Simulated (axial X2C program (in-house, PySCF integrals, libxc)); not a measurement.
# Low determinants of CaB at the PBE0 level, with spin–orbit coupling

Calculated with an axial X2C code built on PySCF integrals. Two-component (2c) means X2C with spin–orbit coupling and atomic mean-field two-electron Coulomb and Gaunt terms. Basis: Ca dyall-v3z [11s12p4d3f], B dyall-v3z [7s6p2d1f] (cores contracted in-house); Gaussian nuclei, density fitting, unrestricted open shells. Masses: Ca 39.963 u, B 11.009 u.

Search at 2.350 Å (vertical energies from the lowest determinant):

```csv
ΔE (eV),state,electrons beyond evenly filled partner blocks,"electrons in ±ω = 1/2, 3/2, 5/2, 7/2"
0.00,Ω = 3/2,ω = 3/2,20 5 0 0
0.23,Ω = 1/2,"2 × ω = -1/2, ω = 3/2",20 5 0 0
0.34,Ω = 1/2,ω = 1/2,21 4 0 0
0.34,Ω = 5/2,"2 × ω = 1/2, ω = 3/2",20 5 0 0
0.65,Ω = 3/2,3 × ω = 1/2,21 4 0 0
0.91,Ω = 1/2,ω = 1/2,19 6 0 0
2.00,Ω = 7/2,"ω = 1/2, 2 × ω = 3/2",19 6 0 0
```

Lowest determinant, Ω = 3/2 (⟨Sz⟩ = 1.50, ⟨Lz⟩ = 0.00 at PBE0): Re = 2.345 Å, ωe = 477.2 cm⁻¹.

The determinant in row 2 of the search, Ω = 1/2 (⟨Sz⟩ = 0.50, ⟨Lz⟩ = 0.00 at PBE0), was followed along the bond at PBE0; measured from the minimum of the lowest determinant it gives:

Te = 0.232 eV (1875 cm⁻¹), Re = 2.349 Å, ωe = 461.3 cm⁻¹.

Question: Compare the bond of the determinant in row 2 with that of the lowest one.

Answer: At PBE0 its Re is 0.004 Å longer and its force constant, which goes as ωe², is 0.93 times that of the lowest determinant. This determinant mixes spin states, so it has no term energy of its own.

The search compares states at one distance, so a state with another bond length can lie lower; it is not exhaustive and yields mostly the lowest determinant of each block pattern, so other components and higher states of one pattern are missing. These are energies of single determinants, not of spin-adapted states; PBE0 term energies can be off by some tenths of an eV, and the functional has no current term. The lowest determinant need not be the ground state where others lie within half an eV.
